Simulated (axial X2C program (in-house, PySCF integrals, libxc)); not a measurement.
Levels of SnS⁻ by electron attachment to SnS (EOM-EA-CCSD)

Calculated with an in-house all-electron X2C program for linear molecules (integrals from PySCF): two-component X2C with atomic mean-field Coulomb and Gaunt terms, Gaussian nuclei, basis Sn dyall-acv3z, S dyall-av3z with contracted cores.

R = 2.212 Å (near the PBE0 minimum at charge 0 of the determinant lowest at the starting distance; the state shown can have its own minimum elsewhere).

Levels of SnS⁻ obtained by attaching an electron to SnS:

| Ω | binding energy (eV) | above lowest (cm⁻¹) | attached spinor | one-particle weight |
| --- | --- | --- | --- | --- |
| 1/2 | 0.693 | 0 | 64% Sn pπ, 12% Sn dπ, 11% S pπ | 0.95 |
| 3/2 | 0.549 | 1163 | 66% Sn pπ, 13% Sn dπ, 10% S pπ | 0.95 |
| 1/2 | -0.521 | 9798 | 55% Sn pσ, 42% Sn sσ | 0.99 |
| 1/2 | -0.807 | 12105 | 46% Sn sσ, 34% Sn pσ, 11% Sn dσ | 0.98 |
| 1/2 | -0.928 | 13080 | 95% Sn pπ | 0.99 |
| 3/2 | -0.964 | 13372 | 95% Sn pπ | 0.99 |
| 1/2 | -2.159 | 23003 | 50% S pσ, 36% Sn dσ | 0.98 |

**Question.** Take the first Ω = 1/2 and Ω = 3/2 rows of π character: how far apart are they, and which lies lower?

**Answer.** E(3/2) − E(1/2) = 1163 − 0 = 1163 cm⁻¹ at EOM-EA-CCSD: regular, Ω = 1/2 lower. Splittings at this level can be off by ten to twenty per cent.

Negative binding energies belong to unbound states, resonances or levels that the basis set holds; within some tenths of an eV of zero the sign is not settled.

This point took 19 s on 1 thread of AMD EPYC 7R43 64-Core Processor (Zen 3), with other jobs on the host.

Reference electrons by ω block (each with its −ω partner): 1/2: 22, 3/2: 9, 5/2: 2. 10 electrons of SnS correlated (inner shells frozen), 92 natural virtual spinors (a truncated set); levels can be off by some tenths of an eV. Roots sought by Ω: (1/2: 5, 3/2: 4, 5/2: 2, 7/2: 1); the list ends where they run out and leaves out roots under 60 % one-particle weight. The solver can skip a root, and states that need a further excitation, which the method places far too high, are missing though they may lie low or lowest. T1 of the reference 0.027 (Lee–Taylor). Number of frozen shells: Sn 4 s, 3 p, 2 d; S 2 s, 1 p. Large amplitudes in the reference (orbital relaxation or multireference character) lower the reliability.
